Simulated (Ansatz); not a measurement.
Consider the ligand exchange at a Ga–F bond: `C[O][Ga]([OH])[F]` + CH₃OH → `C[O][Ga]([OH])[O]C` + H–F.

Calculated with Ansatz (gas phase, PBE0-D4/def2-TZVP geometries, no zero-point term in ΔE). CCSD(T)/CBS is the MP2 limit (def2-TZVPP, def2-QZVPP) plus CCSD(T) − MP2 in def2-TZVPP, frozen cores. This one scheme is used for every species. Functionals use def2-TZVPP. B3LYP here is the variant with VWN-RPA as its local correlation; programs differ in this. For Ga outer-core shells are correlated without core-valence functions, which leaves a few kJ/mol of doubt a bond. Scalar relativity is left out up to krypton. One conformer a species, not always the lowest.

```json
{"level": "PBE-D4", "ΔE (kJ/mol)": "30.8", "difference from CCSD(T)/CBS": "7.5"}
{"level": "B3LYP-D4", "ΔE (kJ/mol)": "30.5", "difference from CCSD(T)/CBS": "7.2"}
{"level": "ωB97X-V", "ΔE (kJ/mol)": "33.9", "difference from CCSD(T)/CBS": "10.6"}
{"level": "ωB97M-V", "ΔE (kJ/mol)": "33.0", "difference from CCSD(T)/CBS": "9.7"}
{"level": "B2PLYP", "ΔE (kJ/mol)": "33.8", "difference from CCSD(T)/CBS": "10.5"}
{"level": "PBE", "ΔE (kJ/mol)": "36.1", "difference from CCSD(T)/CBS": "12.8"}
{"level": "r2SCAN", "ΔE (kJ/mol)": "35.2", "difference from CCSD(T)/CBS": "11.9"}
{"level": "PBE0", "ΔE (kJ/mol)": "34.9", "difference from CCSD(T)/CBS": "11.6"}
{"level": "B3LYP", "ΔE (kJ/mol)": "38.9", "difference from CCSD(T)/CBS": "15.6"}
{"level": "MP2/def2-TZVPP", "ΔE (kJ/mol)": "23.9", "difference from CCSD(T)/CBS": "0.6"}
{"level": "SCS-MP2/def2-TZVPP", "ΔE (kJ/mol)": "28.4", "difference from CCSD(T)/CBS": "5.1"}
{"level": "CCSD/def2-TZVPP", "ΔE (kJ/mol)": "28.5", "difference from CCSD(T)/CBS": "5.2"}
{"level": "HF/def2-QZVPP", "ΔE (kJ/mol)": "44.8", "difference from CCSD(T)/CBS": "21.5"}
{"level": "MP2/def2-QZVPP", "ΔE (kJ/mol)": "22.7", "difference from CCSD(T)/CBS": "-0.6"}
{"level": "MP2/CBS(def2)", "ΔE (kJ/mol)": "21.0", "difference from CCSD(T)/CBS": "-2.3"}
{"level": "CCSD/CBS(def2)", "ΔE (kJ/mol)": "25.5", "difference from CCSD(T)/CBS": "2.2"}
{"level": "CCSD(T)/CBS", "ΔE (kJ/mol)": "23.3", "difference from CCSD(T)/CBS": "0"}
```

Largest T1 diagnostic among the species: 0.014.

The D4 term adds −8.4 kJ/mol with B3LYP and −4.8 kJ/mol with PBE0; it sums over pairs of atoms, weighted by their polarisabilities, and B3LYP, whose exchange is more repulsive, gets the larger term. In def2-TZVPP, CCSD(T) changes the Hartree–Fock value by −17.3 kJ/mol (the triples alone add −2.3 kJ/mol) and MP2 by −19.6 kJ/mol.

CCSD(T)/CBS has its own doubt, a few kJ/mol and more with outer-core shells, so smaller differences from it don't rank the levels.
